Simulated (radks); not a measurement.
Ionisation of neutral zirconium, [Kr] 4d2 5s2, to [Kr] 4d2 5s1 as the strength of local exchange is varied. Calculated with a radial shooting solver on a logarithmic mesh with Libxc functionals: scalar-relativistic Kohn-Sham, Slater X-alpha exchange (alpha = 2/3 is LDA exchange), no correlation, spin-unpolarised, spherical densities, point nucleus.

| alpha | E(Zr) (hartree) | exchange (hartree) | IE (eV) | -e of the level emptied (eV) | <r> of it (bohr) |
|---|---|---|---|---|---|
| 0.562 | -3574.28375 | -89.11931 | 5.910 | 3.264 (5s) | 3.880 |
| 0.588 | -3578.41497 | -93.34633 | 6.038 | 3.375 (5s) | 3.855 |
| 0.667 | -3590.99579 | -106.24597 | 6.440 | 3.728 (5s) | 3.779 |
| 0.736 | -3602.01886 | -117.58160 | 6.805 | 4.054 (5s) | 3.713 |
| 0.8 | -3612.27209 | -128.15310 | 7.154 | 4.370 (5s) | 3.654 |
| 0.844 | -3619.33731 | -135.45295 | 7.399 | 4.594 (5s) | 3.614 |
| 0.856 | -3621.26646 | -137.44833 | 7.467 | 4.656 (5s) | 3.603 |

NIST Atomic Spectra Database: 6.634 eV (measured). The Delta-SCF value meets it near alpha = 0.70. Spin polarisation and multiplet splitting are left out, so open shells lie too high by an amount that depends on their filling.

Beside tabulated values, note that spin-unpolarised runs miss the spin-polarisation part of the exchange energy of open shells.
